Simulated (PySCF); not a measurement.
C3HBrClF, SMILES FC=C=C(Cl)Br. Geometry: PBE-D3(BJ)/def2-SVP. This is a generated structure with no PubChem entry under its InChIKey; it may be hypothetical.

Computed equilibrium geometry at PBE-D3(BJ)/def2-SVP (PySCF confirms it by a frequency run) as Cartesian coordinates in Å:
```xyz
7

F     -3.4058    -0.6724     0.4404
C     -2.5745     0.1088    -0.2696
C     -1.2669    -0.0639    -0.3108
C      0.0400    -0.1752    -0.3828
Cl     0.8578    -1.1368    -1.5783
Br     1.1996     0.7214     0.8418
H     -3.1090     0.9085    -0.8142
```
Charge 0, spin multiplicity 1.
